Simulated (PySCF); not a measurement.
Se(Br)(Me) (CH3BrSe), SMILES C[Se]Br. The structure is a stationary point at PBE-D3(BJ)/def2-SVP.

Level of theory: PBE-D3(BJ)/def2-SVP run with PySCF 2.14.0.

Harmonic wavenumbers (cm⁻¹): 159, 165, 286, 579, 864, 882, 1236, 1363, 1396, 2978, 3092, 3116. Rotational constants (GHz): 10.25, 1.931, 1.643; symmetry number 1.

Q: Work out the zero-point energy and the ideal-gas rigid-rotor harmonic-oscillator thermochemistry at 298.15 K and 1 atm.

A: ZPE = ½ Σ hcν = ½ × 16117 cm⁻¹ = 96.40 kJ/mol. H − E(el) = 111.58 kJ/mol. Entropy in J/(mol K): translation 173.08, rotation 111.69, vibration 31.05, total 315.82. G − E(el) = 17.42 kJ/mol. Cp = 66.90 J/(mol K).
